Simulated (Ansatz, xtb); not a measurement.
Molecule: SnBr$_{2}$, charge -1, multiplicity 2. SMILES of the parent species: [Sn]([Br])[Br]
Structure (B3LYP-D3(BJ)/def2-TZVP (Ansatz, an electronic-structure program) minimum search):
```
Sn
Br 1 2.7054
Br 1 2.7054 2 100.45
```
Charge -1, spin multiplicity 2.

Harmonic wavenumbers from GFN2-xTB (xtb, at its own minimum), cm⁻¹: 55, 171, 193.

### Question
Give the harmonic wavenumbers at B3LYP-D3(BJ)/def2-TZVP (Ansatz, finite differences of forces, unscaled).

### Answer
56, 167, 181 cm⁻¹. Zero-point energy 0.6 kcal/mol.

### Question
From these and the geometry, give the ideal-gas thermochemistry at 298.15 K and 1 atm (rigid rotor, harmonic oscillator).

### Answer
Point group C2v, rotational symmetry number 2. Rotational constants 2.477, 0.7314, 0.5647 GHz. S(trans) 42.77, S(rot) 28.75, S(vib) 9.37, S(elec, spin only) 1.38, S 82.3 cal/(mol K). H(298) - H(0) 3.64 kcal/mol; G - E(el) -20.3 kcal/mol.
